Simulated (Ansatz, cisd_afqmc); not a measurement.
System: CF₂, charge 0, singlet. CF2 (SMILES F[C]F).
B3LYP-D3(BJ)/def2-TZVP minimum from Ansatz (a quantum-chemistry and plane-wave program):
```
C
F 1 1.3036
F 1 1.3036 2 104.75
```

Total energies in cc-pVDZ, 18 correlated electrons, 3 frozen orbitals. UHF or UKS for unpaired electrons; spin-orbit terms are left out. Cores are frozen in correlated methods. No relativity. The Monte Carlo rows (phaseless AFQMC, CISD trial, step 0.005/hartree) carry one-sigma bars that omit the constraint's bias. Outlying blocks are dropped, and bars are widened where a walk drifts. Over all cases where full CI ran beside it in this data, AFQMC minus full CI had a median of +0.1 mEh and passed +0.4 mEh in a tenth of the cases. The restricted determinant of CF2 (F[C]F, singlet) is unstable towards broken spin symmetry in at least one set run.

```csv
method,program,energy (Eh),minus CCSDTQ (mEh)
HF,Ansatz,-236.67267,512.49
MP2,Ansatz,-237.15711,28.05
CCSD,Ansatz,-237.17115,14.01
CCSD(T),Ansatz,-237.18334,1.82
CCSDT(Q),Ansatz,-237.18529,-0.13
CCSDTQ,Ansatz,-237.18516,0.00
AFQMC/CISD,cisd_afqmc,-237.1848 ± 0.0004,0.4 ± 0.4
```

Rough core times of Ansatz's runs on a shared machine: CCSD(T) under 20 s, CCSDT(Q) 30 s, CCSDTQ 40 min.
